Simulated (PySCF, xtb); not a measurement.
Cd(H)(Me) (CH4Cd), SMILES [CdH][CH3].

GFN2-xTB run with xtb at its own geometry gives an orbital gap of 5.32 eV and a dipole moment of 0.97 D.

Geometry: B3LYP-D3(BJ)/def2-TZVP. The def2 effective core potentials stand for the cores of Cd; spin–orbit coupling is left out.

Question: What does PySCF with r2SCAN/def2-TZVPD give? (The exact figures need the calculation; the answer reports its results.)

Answer: gap 5.67 eV (levels -6.35 and -0.68 eV), dipole 0.48 D.
